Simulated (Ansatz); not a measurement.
Start from `C1=N[SiH2]C1` and change one atom or group to get `FC1=N[SiH2]C1`.

Ansatz, PBE0-D4/def2-TZVP geometries, multiplicity 1. 

```csv
property,`C1=N[SiH2]C1`
HOMO–LUMO gap (B3LYP/def2-TZVPP) / eV,6.27
size of the dipole moment (PBE/def2-TZVPP) / D,2.28
LUMO energy (PBE/def2-TZVPP) / eV,-1.70
HOMO energy (B3LYP/def2-TZVPP) / eV,-7.07
LUMO energy (ωB97M-V/def2-TZVPP) / eV,1.71
HOMO–LUMO gap (PBE0/def2-TZVPP) / eV,6.76
```

What does the change do to each property? (Estimate.)

Computed: 
| property | `FC1=N[SiH2]C1` | shift |
| --- | --- | --- |
| HOMO–LUMO gap (B3LYP/def2-TZVPP) / eV | 7.36 | 1.09 |
| size of the dipole moment (PBE/def2-TZVPP) / D | 2.84 | 0.56 |
| LUMO energy (PBE/def2-TZVPP) / eV | -1.33 | 0.37 |
| HOMO energy (B3LYP/def2-TZVPP) / eV | -7.82 | -0.75 |
| LUMO energy (ωB97M-V/def2-TZVPP) / eV | 1.58 | -0.13 |
| HOMO–LUMO gap (PBE0/def2-TZVPP) / eV | 7.87 | 1.11 |

With PBE0 the HOMO falls by 0.77 eV and the LUMO rises by 0.35 eV, so the gap widens by about 1.12 eV. PBE moves the HOMO by -0.71 eV and ωB97M-V by -0.78 eV. Dipoles are sizes alone; their direction can turn.

B3LYP here is the variant with VWN-RPA as its local correlation; programs differ in this.
